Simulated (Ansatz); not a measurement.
```yaml
crystal:
  periodic: [false, false, false]
  atoms:
    - {symbol: Cs, position_ang: [-1.825110, 3.106268, 1.021317]}
    - {symbol: Cs, position_ang: [0.908086, 0.477378, -3.442944]}
    - {symbol: Cs, position_ang: [3.304627, 3.855762, -0.182500]}
    - {symbol: Cs, position_ang: [-3.814592, -0.804699, -1.813734]}
    - {symbol: Cs, position_ang: [-2.028388, -1.532308, 3.422468]}
    - {symbol: Cs, position_ang: [2.932931, -0.909680, 2.120616]}
    - {symbol: Cs, position_ang: [0.522447, -4.192720, -1.125222]}
basis:
  gaussian: {orbitals: def2-SVPD}
total_charge: -1
magnetization: {spin_polarized: true, initial_magnetization: 0}
hamiltonian: {xc: {name: wB97X}}
scf: {lower_state_search: off}
output: {forces: true}
```

```sh
$ ansatz run in.yaml --threads 4 --pin off --events-out ev --progress --plain --max-ram 4787MiB
```

It prints (some lines left out):

```
Functional definition: wB97X
  name "wB97X"
  cite "Chai & Head-Gordon, J. Chem. Phys. 128, 084106 (2008) doi:10.1063/1.2834918"
  cite "Becke, J. Chem. Phys. 107, 8554 (1997) doi:10.1063/1.475007"
  parameter omega = 0.3/bohr
  parameter cx = 0.157706
  parameter cx1 = 0.726479
  parameter cx2 = 1.04760
  parameter cx3 = -5.70635
  parameter cx4 = 13.2794
  parameter css1 = -4.33879
  parameter css2 = 18.2308
  parameter css3 = -31.7430
  parameter css4 = 17.2901
  parameter cos1 = 2.37031
  parameter cos2 = -11.3995
  parameter cos3 = 6.58405
  parameter cos4 = -3.78132
  # The coefficients of nought are those of the uniform gas.
  exchange = spin_sum(e_x_unif_sr(omega)*poly(b97_u_x, 1 - cx, cx1, cx2, cx3, cx4)) + cx*exact_x_sr(omega)
      + exact_x_lr(omega)
  correlation = spin_sum(e_c_pw_same_spin*poly(b97_u_same, 1, css1, css2, css3, css4))
      + integral(e_c_pw_opposite_spin*poly(b97_u_opposite, 1, cos1, cos2, cos3, cos4))
these checks for a lower state are left out or cut short: stability, starts, cluster_reference, orbital_swaps, neighbouring_geometries, increment
1750 factors; integrals over basis functions are off by at most 7.2e-5 eV
994 factors; integrals over basis functions are off by at most 3.4e-5 eV
mean field evaluation 1: about -3839.7927 eV, gradient 2.2e0 eV
mean field evaluation 2: about -3839.8892 eV, gradient 7.5e-1 eV
mean field evaluation 4: about -3839.9803 eV, gradient 5.6e-1 eV
mean field evaluation 8: about -3839.9963 eV, gradient 6.2e-2 eV
mean field evaluation 16: about -3839.9972 eV, gradient 4.4e-3 eV
mean field -3839.99718763 eV, -141.1172938018 hartree, gradient 8.6e-6 eV, S^2 0.000000; 0 other end points of the search recorded, 0 dependent functions left out
the calculation of the forces begins
reference -3839.99713689 eV, -141.1172919373 hartree; 32, 32 occupied and 157, 157 virtual orbitals, 1750 factors
Total energy: -3839.99713689 eV, -141.1172919373 hartree
Atom 0 at    -1.825110     3.106268     1.021317 Å, force     0.035490    -0.065929    -0.014140 eV/Å
Atom 1 at     0.908086     0.477378    -3.442944 Å, force    -0.007665    -0.010607     0.058226 eV/Å
Atom 2 at     3.304627     3.855762    -0.182500 Å, force    -0.023917    -0.023569    -0.001530 eV/Å
Atom 3 at    -3.814592    -0.804699    -1.813734 Å, force     0.037321     0.011410     0.021586 eV/Å
Atom 4 at    -2.028388    -1.532308     3.422468 Å, force     0.024149     0.016599    -0.042898 eV/Å
Atom 5 at     2.932931    -0.909680     2.120616 Å, force    -0.056702     0.017427    -0.039709 eV/Å
Atom 6 at     0.522447    -4.192720    -1.125222 Å, force    -0.008677     0.054671     0.018465 eV/Å
Dipole moment:    -0.056281     0.014822    -0.068759 e Å
Checks for a lower state left out: stability, starts, cluster_reference, orbital_swaps, neighbouring_geometries, increment
```

It took 75 s on 4 threads of Arm Neoverse V1 on a shared host, peak host memory 1.1 GiB.

In the def2 sets Cs takes a core potential; there is no spin–orbit coupling.

The dipole of an ion depends on the origin.
